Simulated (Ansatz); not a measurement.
Harmonic frequencies (cm⁻¹) at PBE0-D4/def2-TZVP from Ansatz: 125, 159, 211, 358, 375, 391, 546, 700, 870, 1559, 3615, 3710.

Each molecule was computed in one conformer, which needn't be the lowest.

Q: Which molecule is it?
A. `[NH2][Al]([Cl])[Br]`
B. `[CH3][Al]([F])[I]`
C. `[AlH2][SeH]`
D. `[CH3][AlH][I]`

A: A.
